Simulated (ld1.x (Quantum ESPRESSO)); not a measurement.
# PBEsol PAW dataset for carbon, scalar-relativistic all-electron reference.

Input for ld1.x (Quantum ESPRESSO) 7.5:

```
&input
   title='C', zed=6., rel=1, dft='PBESOL', iswitch=3,
   config='[He] 2s2 2p0 3d-2',
   nld=3, rlderiv=2.65, eminld=-5.0, emaxld=5.0, deld=0.02
 /
 &inputp
   pseudotype=3, lpaw=.true., tm=.true., lloc=-2, rcloc=1.05,
   nlcc=.true., new_core_ps=.true., rcore=1.10,
   which_augfun='GAUSS', rmatch_augfun=1.25,
   file_pseudopw='C.UPF', file_wfcaegen='ae.wfc', file_wfcncgen='nc.wfc', file_beta='beta', file_chi='chi', file_wfcusgen='us.wfc'
 /
5
2S  1  0   2.00   0.00  1.25  1.35  0.0
2S  1  0   0.00  -2.30  1.25  1.35  0.0
2P  2  1   0.00   0.00  2.30  2.45  0.0
2P  2  1   0.00  -1.35  2.30  2.45  0.0
3D  3  2  -2.00   0.15  1.45  1.85  0.0
 &test
   configts(1)='2s2 2p0'
 /
```

Command:

```bash
ld1.x < C.in > C.out
```

Resulting log (shortened: banner, matrices, multipoles, cross overlaps and the repeated all-electron block are left out):

```
Program LD1 v.7.5

     !!!!!!!!!!!!!!!!!!! WARNING !!!!!!!!!!!!!!!!!!!!!!!
     Message from routine ld1_readin:
     US requires at least two energies per channel 3D
     !!!!!!!!!!!!!!!!!!!!!!!!!!!!!!!!!!!!!!!!!!!!!!!!!!!
     --------------------------- All-electron run ----------------------------

     C
     scalar relativistic calculation

     atomic number is  6.00
     dft =PBESOL   lsd =0 sic =0 latt =0  beta=0.20 tr2=1.0E-14
     Exchange-correlation= PBESOL
                           (   1   4  10   8   0   0   0)
     mesh =1073 r(mesh) = 100.30751 a.u. xmin = -7.00 dx = 0.01250
     1 Ry =  13.60569312 eV, c = 137.03599908

     n l     nl                  e(Ry)          e(Ha)          e(eV)
     1 0     1S 1( 2.00)       -22.5723       -11.2862      -307.1121
     2 0     2S 1( 2.00)        -2.9530        -1.4765       -40.1780
     2 1     2P 1( 0.00)        -2.3208        -1.1604       -31.5762

     final scf error:  4.9E-15 reached in  16 iterations

     Etot =     -72.628609 Ry,     -36.314305 Ha,    -988.162571 eV

     Ekin =      72.485581 Ry,      36.242791 Ha,     986.216577 eV
     Encl =    -160.762592 Ry,     -80.381296 Ha,   -2187.286493 eV
     Eh   =      24.027751 Ry,      12.013876 Ha,     326.914210 eV
     Exc  =      -8.379350 Ry,      -4.189675 Ha,    -114.006865 eV

     normalization and overlap integrals

     s(1S/1S) =  1.000000  <r> =   0.2707  <r2> =    0.0992  r(max) =   0.1752
     s(2S/2S) =  1.000000  <r> =   1.3644  <r2> =    2.1927  r(max) =   1.1283
     s(2P/2P) =  1.000000  <r> =   1.3235  <r2> =    2.1481  r(max) =   1.0210

     ------------------------ End of All-electron run ------------------------

     --------------------- Generating PAW atomic setup --------------------

      Generating local potential from pseudized AE potential:
      Matching radius rcloc =   1.0500
      Enforcing V''(0)=0 (lloc=-2)

      Local pseudo, rcloc= 1.060 Estimated cut-off energy=    25.34 Ry

      Computing core charge for nlcc:

       r > 1.10 : true rho core
      Core charge pseudized with two Bessel functions
      Integrated core pseudo-charge :   0.09
      Wfc-us  2S rcutus= 1.361  Estimated cut-off energy=    25.18 Ry
      Wfc-us  2S rcutus= 1.361  Estimated cut-off energy=    26.71 Ry
      Wfc-us  2P rcutus= 2.480  Estimated cut-off energy=    13.70 Ry
      Wfc-us  2P rcutus= 2.480  Estimated cut-off energy=    25.74 Ry
      Wfc-us  3D rcutus= 1.837  Estimated cut-off energy=    32.46 Ry

     Required augmentation: GAUSS   radius:    1.250000
     Message from routine us2paw:
     GAUSS augmentation functions are ususally harder than BESSEL; use BESSEL instead unless you have discontinuity in local potential

     Estimated PAW energy =  -14.858802 Ryd

     ------------------- End of pseudopotential generation -------------------

     Computing logarithmic derivative in   2.65650
     Computing logarithmic derivative in   2.65650
     Computing the partial wave expansion
     R is outside the sphere for l=    0 j= 0.00
     R is outside the sphere for l=    0 j= 0.00
     R is outside the sphere for l=    1 j= 0.00
     R is outside the sphere for l=    1 j= 0.00
     R is outside the sphere for l=    2 j= 0.00

     ---------------------- Testing the pseudopotential ----------------------

     C
     scalar relativistic calculation

     atomic number is  6.00   valence charge is  4.00
     dft = SLA  PW   PSX  PSC   lsd =0 sic =0 latt =0  beta=0.20 tr2=1.0E-14
     mesh =1073 r(mesh) = 100.30751 xmin = -7.00 dx = 0.01250

     n l     nl             e AE (Ry)        e PS (Ry)    De AE-PS (Ry)
     1 0     2S   1( 2.00)       -2.95303       -2.95304        0.00001
     2 1     2P   1( 0.00)       -2.32081       -2.32081        0.00000

     eps = 9.2E-15  iter = 10

     Etot =     -72.628609 Ry,     -36.314305 Ha,    -988.162571 eV
     Etotps =   -14.858820 Ry,      -7.429410 Ha,    -202.164548 eV

     Ekin =       8.822915 Ry,       4.411458 Ha,     120.041875 eV
     Encl =     -17.954566 Ry,      -8.977283 Ha,    -244.284309 eV
     Ehrt =       2.652177 Ry,       1.326089 Ha,      36.084709 eV
     Ecxc =      -8.379347 Ry,      -4.189673 Ha,    -114.006823 eV
     (Ecc =      -0.057030 Ry,      -0.028515 Ha,      -0.775928 eV)

     ---------------------- End of pseudopotential test ----------------------
```

The ghost test of this file was not conclusive. Its overlap operator is not positive definite in a basis up to 400 Ry (lowest eigenvalue p -0.31), so the file is unfit for use: the generalised eigenproblem breaks down once the basis is large enough, and its test numbers describe a broken file.

Generation and configuration tests took about 1.1 s on one core of a shared server CPU.

Transferability test of the new file with ld1.x, input:

```
&input
   title='C', zed=6., rel=1, dft='PBESOL', iswitch=2,
   config='[He] 2s2 2p0 3d-2'
 /
 &test
   file_pseudo='C.UPF', nconf=8,
   configts(1)='2s2 2p0',
   configts(2)='2s2 2p2',
   configts(3)='2s2 2p1',
   configts(4)='2s1 2p0',
   configts(5)='2s2 2p1.5',
   configts(6)='2s1 2p3',
   configts(7)='2s2 2p2.3',
   configts(8)='2s0 2p4'
 /
```

```bash
ld1.x < C.test.in > C.test.out
```

Pseudopotential blocks of its output, shortened (energy terms left out):

```
     ---------------------- Testing the pseudopotential ----------------------

     n l     nl             e AE (Ry)        e PS (Ry)    De AE-PS (Ry)
     1 0     2S   1( 2.00)       -2.95303       -2.95304        0.00001
     2 1     2P   1( 0.00)       -2.32081       -2.32081        0.00000

     eps = 7.7E-15  iter = 17

     Etot =     -72.628609 Ry,     -36.314305 Ha,    -988.162571 eV
     Etotps =   -14.858820 Ry,      -7.429410 Ha,    -202.164548 eV

     ---------------------- End of pseudopotential test ----------------------
```

The test run then stopped with an error in new_paw_hamiltonian: “negative rho”.
